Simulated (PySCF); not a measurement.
A calculated (BP86, PySCF 2.14, cc-pVTZ-DK, the spin-free X2C one-electron Hamiltonian (Gaussian nucleus)) atom or ion has these occupied shells.

| shell | electrons | orbital energy (eV) | rms radius, mean of both spins (bohr) |
| --- | --- | --- | --- |
| 1s α | 1 | -7593.0 | 0.0648 |
| 1s β | 1 | -7593.0 | 0.0648 |
| 2s α | 1 | -901.81 | 0.277 |
| 2s β | 1 | -900.85 | 0.277 |
| 2p α | 3 | -772.87 | 0.249 |
| 2p β | 3 | -772.13 | 0.249 |
| 3s α | 1 | -106.47 | 0.837 |
| 3s β | 1 | -104.32 | 0.837 |
| 3p α | 3 | -69.888 | 0.897 |
| 3p β | 3 | -67.772 | 0.897 |
| 3d α | 5 | -13.098 | 1.33 |
| 3d β | 3 | -11.757 | 1.33 |

Name the element and its charge.

Co⁺ (cobalt, charge +1), in [Ar] 3d8, high-spin 3F determinant.
